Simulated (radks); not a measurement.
Values are calculated unless marked as measured or tabulated.
Hf6+, 66 electrons, occupied as [Xe] 4f11 6p1 (not the ground configuration).

Code: a radial shooting solver on a logarithmic mesh with Libxc functionals. Model: scalar-relativistic Kohn-Sham, BLYP, spin-polarised, spherical densities, finite nucleus; open shells are filled with parallel spins first (spin-orbit coupling, left out, can overturn this in heavy ions); Fermi nuclear charge, rms radius 5.347 fm.

Energy parts (eV):
part                       energy
total                  -409964.97
kinetic                 449115.67
electron-nucleus      -1004127.80
Hartree                 153325.38
exchange-correlation     -8278.22

Orbitals (lengths in bohr, moments of r in powers of bohr; <r^-3> diverges for s and p1/2):
[
 {"orbital": "1s up", "occ.": "1", "eigenvalue (eV)": "-65381.73", "<r^-3>": "-"},
 {"orbital": "1s down", "occ.": "1", "eigenvalue (eV)": "-65381.71", "<r^-3>": "-"},
 {"orbital": "2s up", "occ.": "1", "eigenvalue (eV)": "-11275.65", "<r^-3>": "-"},
 {"orbital": "2s down", "occ.": "1", "eigenvalue (eV)": "-11275.58", "<r^-3>": "-"},
 {"orbital": "2p up", "occ.": "3", "eigenvalue (eV)": "-9916.663", "<r^-3>": "17780"},
 {"orbital": "2p down", "occ.": "3", "eigenvalue (eV)": "-9916.597", "<r^-3>": "17780"},
 {"orbital": "3s up", "occ.": "1", "eigenvalue (eV)": "-2659.400", "<r^-3>": "-"},
 {"orbital": "3s down", "occ.": "1", "eigenvalue (eV)": "-2657.592", "<r^-3>": "-"},
 {"orbital": "3p up", "occ.": "3", "eigenvalue (eV)": "-2253.295", "<r^-3>": "3919"},
 {"orbital": "3p down", "occ.": "3", "eigenvalue (eV)": "-2251.479", "<r^-3>": "3923"},
 {"orbital": "3d up", "occ.": "5", "eigenvalue (eV)": "-1771.562", "<r^-3>": "509.3"},
 {"orbital": "3d down", "occ.": "5", "eigenvalue (eV)": "-1770.169", "<r^-3>": "509.9"},
 {"orbital": "4s up", "occ.": "1", "eigenvalue (eV)": "-625.6337", "<r^-3>": "-"},
 {"orbital": "4s down", "occ.": "1", "eigenvalue (eV)": "-622.1859", "<r^-3>": "-"},
 {"orbital": "4p up", "occ.": "3", "eigenvalue (eV)": "-491.4327", "<r^-3>": "916.2"},
 {"orbital": "4p down", "occ.": "3", "eigenvalue (eV)": "-488.0869", "<r^-3>": "914.3"},
 {"orbital": "4d up", "occ.": "5", "eigenvalue (eV)": "-317.8611", "<r^-3>": "102.4"},
 {"orbital": "4d down", "occ.": "5", "eigenvalue (eV)": "-314.6115", "<r^-3>": "102.1"},
 {"orbital": "4f up", "occ.": "7", "eigenvalue (eV)": "-124.8860", "<r^-3>": "17.93"},
 {"orbital": "4f down", "occ.": "4", "eigenvalue (eV)": "-121.7602", "<r^-3>": "17.77"},
 {"orbital": "5s up", "occ.": "1", "eigenvalue (eV)": "-158.7822", "<r^-3>": "-"},
 {"orbital": "5s down", "occ.": "1", "eigenvalue (eV)": "-157.3731", "<r^-3>": "-"},
 {"orbital": "5p up", "occ.": "3", "eigenvalue (eV)": "-122.3445", "<r^-3>": "161.0"},
 {"orbital": "5p down", "occ.": "3", "eigenvalue (eV)": "-121.2487", "<r^-3>": "158.4"},
 {"orbital": "6p up", "occ.": "1", "eigenvalue (eV)": "-52.4921", "<r^-3>": "40.54"},
 {"orbital": "6p down", "occ.": "0", "eigenvalue (eV)": "-51.2659", "<r^-3>": "41.08"}
]

The highest occupied level is 6p up at -52.492 eV. The density falls to 0.001 e/bohr^3 at r = 3.61 bohr. The electron density at the nucleus is 1.283e+06 e/bohr^3 (large components only). Summed over all electrons, <r^2> = 30.16 bohr^2, which gives a Langevin (diamagnetic) susceptibility term of -23.9 x 10^-6 cm^3/mol. Spin moment in Bohr magnetons: 4.
